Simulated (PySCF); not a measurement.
Shifts of the heteroatoms

Atom-mapped SMILES (the numbers label the heavy atoms): `[CH3:1][C:2]#[C:3][C@@:4]1([SiH3:5])[CH2:6][C@H:7]1[F:8]`; H(Xn) means a hydrogen on atom n. Ha(C6) is cis to F8 on the ring; Hb(C6) is trans to F8 on the ring.

Theoretical values (PySCF 2.14.0 with density-fitted response routines): shieldings: GIAO PBE0/pcSseg-1, GFN2-xTB geometry. Gas phase, a single conformation, one averaged value for each set of equivalent atoms, no relativistic terms.

Task: Where does ¹⁹F resonate?

Result: 
```
atoms                environment  σ (ppm)  δ (ppm)
   F8  fluorine on an sp3 carbon    405.9   -205.7
```

Shieldings were converted by a linear fit to measured shifts: ¹⁹F (scatter 6.0 ppm rms, 7.0 ppm with the 5 outliers that the fit left out vs CFCl3, solution or neat liquid, with a term for F on sp3 carbon). Occasional misses reach two or three times the rms, and more in compound classes unlike the fitted ones.

On a 300 MHz spectrometer ¹⁹F resonates near 282.3 MHz, so 1 ppm is 282.3 Hz.

Task: Where does ²⁹Si resonate?

Result: 
```csv
atoms,environment,σ (ppm),δ (ppm)
Si5,"silicon bonded to C, 3 H",407.6,-55.1
```

Shieldings were converted by a linear fit to measured shifts: ²⁹Si: δ = 279.94 − 0.822σ (rms 8.9 ppm, 72 shifts, 25.8 ppm with the 6 outliers that the fit left out vs TMS, solution or neat liquid). Occasional misses reach two or three times the rms, and more in compound classes unlike the fitted ones.

On a 400 MHz spectrometer ²⁹Si resonates near 79.5 MHz, so 1 ppm is 79.5 Hz.
